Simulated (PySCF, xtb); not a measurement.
CH₂F, SMILES [CH2]F (connectivity only; charge and spin as stated), charge +1, multiplicity 1.

xtb 6.7.1 with GFN2-xTB at its own geometry gives an orbital gap of 2.63 eV.

Coordinates come from a PBE0-D3(BJ)/def2-TZVPD optimisation. The spin state was assumed, not searched. The isomer is the one that the SMILES or the coordinates give; other isomers of the formula were not compared.

What does PBE/def2-TZVPD run with PySCF give? (Estimate from the structure and the level; the computed values follow.)

gap 4.79 eV (levels -18.01 and -13.22 eV).
